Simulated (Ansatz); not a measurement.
```xyz
13

C    -1.735   -0.839    0.324
Si   -0.344   -0.280   -0.793
Si    0.910    1.517   -0.003
Ga    2.469   -1.185    0.305
H    -2.532   -0.092    0.335
H    -1.370   -0.983    1.341
H    -2.158   -1.780   -0.035
H    -0.871   -0.015   -2.165
H     0.503    1.975    1.347
H     0.928    2.690   -0.925
H     2.358    1.057    0.011
H     0.680   -1.381   -1.034
H     1.164   -0.684    1.292
```

Charge 0, multiplicity 1. The bonds changed during the relaxation, so this is another structure than the one it started from.

(1) List the r2SCAN/def2-TZVPP orbital energies in eV (Ansatz 0.2.0). (An estimate is asked.)

## Answers

(1) Ansatz gave: Occupied: -10121.85, -1791.11, -1791.05, -1244.01, -1100.41, -1100.41, -1100.34, -272.92, -147.51, -141.56, -141.52, -100.35, -100.34, -100.11, -96.44, -96.41, -96.40, -96.39, -96.36, -96.36, -19.97, -19.96, -19.78, -19.78, -19.77, -18.44, -14.64, -12.72, -11.06, -10.57, -10.33, -9.13, -8.76, -8.30, -7.92, -7.54, -5.33. Lowest empty: -1.68, -1.57, -0.82, -0.19, 0.27, 1.00, 1.36, 1.82.
